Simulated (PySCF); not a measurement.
C$_{5}$H$_{6}$N (SMILES c1cc[nH+]cc1), charge +1, singlet, geometry from GFN2-xTB, with bond 9-3 at 2.0 times its length; PBE/6-31G in PySCF.

PySCF was given this input:
```python
from pyscf import gto, scf, dft

mol = gto.Mole()
mol.atom = '''
    C     1.415049   -0.016651    0.025400
    C     0.727510    1.192714    0.019921
    C    -0.652788    1.179944   -0.005021
    N    -1.308963    0.015402   -0.023495
    C    -0.680123   -1.164260   -0.018905
    C     0.699499   -1.209505    0.005694
    H     2.494384   -0.029351    0.044773
    H     1.256347    2.132614    0.034818
    H    -1.820443    2.997676   -0.015675
    H    -2.327549    0.027388   -0.041779
    H    -1.284983   -2.059139   -0.034914
    H     1.206275   -2.161591    0.009385
'''
mol.basis = '6-31g'
mol.charge = 1
mol.spin = 0
mol.verbose = 4
mol.build()

mf = dft.RKS(mol)
mf.xc = 'pbe'
mf.diis = False
mf.max_cycle = 100
mf.kernel()
mf.analyze()
```

What does PySCF print? Leave out banner, timings and long lists.


```
PySCF version 2.14.0

[INPUT] verbose = 4
[INPUT] num. atoms = 12
[INPUT] num. electrons = 42
[INPUT] charge = 1
[INPUT] spin (= nelec alpha-beta = 2S) = 0
[INPUT] symmetry False subgroup None
[INPUT] Mole.unit = angstrom
[INPUT] Symbol           X                Y                Z      unit          X                Y                Z       unit  Magmom
[...]
nuclear repulsion = 213.994280662332
number of shells = 42
number of NR pGTOs = 156
number of NR cGTOs = 66
basis = 6-31g
ecp = {}

******** <class 'pyscf.dft.rks.RKS'> ********
method = RKS
initial guess = minao
damping factor = 0
level_shift factor = 0
DIIS disabled
SCF conv_tol = 1e-09
SCF conv_tol_grad = None
SCF max_cycles = 100
direct_scf = True
direct_scf_tol = 1e-13
XC library pyscf.dft.libxc version 7.1.2
    S. Lehtola, C. Steigemann, M. J. T. Oliveira, and M. A. L. Marques,  SoftwareX 7, 1–5 (2018)
XC functionals = pbe
    J. P. Perdew, K. Burke, and M. Ernzerhof,  Phys. Rev. Lett. 77, 3865 (1996)
    J. P. Perdew, K. Burke, and M. Ernzerhof,  Phys. Rev. Lett. 78, 1396 (1997)
    J. P. Perdew, K. Burke, and M. Ernzerhof,  Phys. Rev. Lett. 77, 3865 (1996)
    J. P. Perdew, K. Burke, and M. Ernzerhof,  Phys. Rev. Lett. 78, 1396 (1997)
radial grids:
    Treutler-Ahlrichs [JCP 102, 346 (1995); DOI:10.1063/1.469408] (M4) radial grids

becke partition: Becke, JCP 88, 2547 (1988); DOI:10.1063/1.454033
pruning grids: <function nwchem_prune>
grids dens level: 3
symmetrized grids: False
atomic radii adjust function: <function treutler_atomic_radii_adjust>
small_rho_cutoff = 0
Set gradient conv threshold to 3.16228e-05
Initial guess from minao.
tot grids = 143344
init E= -249.228171939298
[...]
cycle= 1 E= -248.07282517991  delta_E= 1.16  |g|= 0.382  |ddm|= 3.52
[...]
cycle= 2 E= -247.797030923091  delta_E= 0.276  |g|= 0.952  |ddm|= 1.65
[...]
cycle= 3 E= -246.130215321394  delta_E= 1.67  |g|= 2.51  |ddm|= 3.97
[...]
cycle= 4 E= -225.706863104561  delta_E= 20.4  |g|= 6.67  |ddm|= 14.9
[...]
cycle= 5 E= -184.562518768151  delta_E= 41.1  |g|= 6.71  |ddm|=   44
[...]
cycle= 6 E= -182.246860188192  delta_E= 2.32  |g|= 6.19  |ddm|= 53.7
[...]
cycle= 7 E= -182.814079725265  delta_E= -0.567  |g|= 6.56  |ddm|= 51.3
[...]
cycle= 8 E= -182.179937774566  delta_E= 0.634  |g|= 6.24  |ddm|= 51.6
[...]
cycle= 9 E= -180.478093327589  delta_E=  1.7  |g|= 6.42  |ddm|=   52
[...]
cycle= 10 E= -182.683005902405  delta_E= -2.2  |g|= 6.48  |ddm|= 53.3
[...]
[...]
[...]
cycle= 84 E= -182.549279350048  delta_E= -2.66  |g|=  6.5  |ddm|= 54.4
[...]
cycle= 85 E= -179.892613624738  delta_E= 2.66  |g|= 6.26  |ddm|= 54.4
[...]
cycle= 86 E= -182.549279350049  delta_E= -2.66  |g|=  6.5  |ddm|= 54.4
[...]
cycle= 87 E= -179.892613624736  delta_E= 2.66  |g|= 6.26  |ddm|= 54.4
[...]
cycle= 88 E= -182.549279350048  delta_E= -2.66  |g|=  6.5  |ddm|= 54.4
[...]
cycle= 89 E= -179.892613624736  delta_E= 2.66  |g|= 6.26  |ddm|= 54.4
[...]
cycle= 90 E= -182.549279350047  delta_E= -2.66  |g|=  6.5  |ddm|= 54.4
[...]
cycle= 91 E= -179.892613624734  delta_E= 2.66  |g|= 6.26  |ddm|= 54.4
[...]
cycle= 92 E= -182.549279350048  delta_E= -2.66  |g|=  6.5  |ddm|= 54.4
[...]
cycle= 93 E= -179.892613624737  delta_E= 2.66  |g|= 6.26  |ddm|= 54.4
[...]
cycle= 94 E= -182.549279350046  delta_E= -2.66  |g|=  6.5  |ddm|= 54.4
[...]
cycle= 95 E= -179.892613624737  delta_E= 2.66  |g|= 6.26  |ddm|= 54.4
[...]
cycle= 96 E= -182.549279350046  delta_E= -2.66  |g|=  6.5  |ddm|= 54.4
[...]
cycle= 97 E= -179.892613624738  delta_E= 2.66  |g|= 6.26  |ddm|= 54.4
[...]
cycle= 98 E= -182.549279350046  delta_E= -2.66  |g|=  6.5  |ddm|= 54.4
[...]
cycle= 99 E= -179.892613624736  delta_E= 2.66  |g|= 6.26  |ddm|= 54.4
[...]
cycle= 100 E= -182.549279350048  delta_E= -2.66  |g|=  6.5  |ddm|= 54.4
SCF not converged.
SCF energy = -182.549279350048
**** SCF Summaries ****
Total Energy =                        -182.549279350048039
Nuclear Repulsion Energy =             213.994280662332073
One-electron Energy =                 -751.619829408628902
Two-electron Energy =                  355.076269396248790
Two-electron Coulomb Energy =          395.914252210586938
DFT Exchange-Correlation Energy =      -40.837982814338154
HOMO-LUMO gap [eV] =                     0.209616296852463
**** MO energy ****
[...]
 ** Mulliken pop on meta-lowdin orthogonal AOs  **
 ** Mulliken pop  **
 ** Mulliken atomic charges  **
charge of    0C =      3.99484
charge of    1C =      3.92992
charge of    2C =     -1.96522
charge of    3N =     -5.97383
charge of    4C =     -4.55190
charge of    5C =      3.83078
charge of    6H =      0.99989
charge of    7H =      0.99896
charge of    8H =      0.99164
charge of    9H =     -1.28701
charge of   10H =     -0.96527
charge of   11H =      0.99721

WARN: System has nonzero charge 1; the dipole moment is origin-dependent.
Location of origin: [0. 0. 0.]

Dipole moment(X, Y, Z, Debye): 167.41988, 38.94650,  3.23845
```

The run did not converge; its last values are not results.
